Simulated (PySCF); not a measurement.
PySCF job for CF3, SMILES F[C-](F)F, charge -1, PBE/pcSseg-2. Geometry: ωB97X-D3(BJ)/def2-SVPD.

```python
import numpy as np
from pyscf import gto, scf, dft
from pyscf.prop.nmr import rks as nmr

mol = gto.M(
    atom='''
    C     0.00000000    0.00000000   -0.54950683
    F     1.09315248    0.63113188    0.12211263
    F    -1.09315248    0.63113188    0.12211263
    F    -0.00000000   -1.26226377    0.12211263
    ''',
    basis='pcSseg-2',
    charge=-1,
    spin=0,
    max_memory=1600,
    verbose=3,
)
mf = dft.RKS(mol, xc='pbe')
mf.grids.level = 3
mf.conv_tol = 1e-10
mf.max_cycle = 100
mf.kernel()
n = nmr.NMR(mf)
n.verbose = 2
n.max_cycle_cphf = 60
sigma = n.kernel()
print('atom   isotropic/ppm   span/ppm')
for i, s in enumerate(sigma):
    w = np.linalg.eigvalsh((s + s.T) / 2)
    print(f'{mol.atom_symbol(i):2s}{i + 1:3d} {w.mean():14.3f} {w[2] - w[0]:11.3f}')
```

Log of the run:

```
converged SCF energy = -337.45105836637
atom   isotropic/ppm   span/ppm
C   1        -17.806      92.109
F   2        181.849     298.158
F   3        181.849     298.158
F   4        181.847     298.155
```

The calculation finished and met its thresholds.

Cost: about 18 core-seconds (a rough figure).
